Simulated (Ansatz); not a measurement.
CH$_{6}$ClFOSSi$_{2}$ (`CO[SiH](F)S[SiH2]Cl`). Charge 0, multiplicity 1.

```xyz
13

C     0.383   -2.486    1.055
O    -0.333   -1.896   -0.012
Si   -0.698   -0.337   -0.211
F    -1.771    0.130    0.871
S     1.066    0.829    0.064
Si    0.333    2.644   -0.761
Cl    0.638    2.733   -2.788
H     0.502   -3.546    0.831
H     1.374   -2.035    1.162
H    -0.161   -2.382    1.997
H    -1.301   -0.165   -1.541
H    -1.123    2.766   -0.531
H     1.093    3.746   -0.137
```

(1) Give the diagnostics of a CCSD(T)/def2-TZVPP run (frozen core, the Gaussian-basis code of Ansatz). (Best estimate.)

Answers

(1) Computed: T1 = 0.0114, largest single amplitude 0.011, largest double 0.014, (T) share of the correlation energy 3.7 %, 9 CCSD cycles. The RHF solution is stable towards an unrestricted one. T1 lies under the customary mark of 0.02 for closed shells.
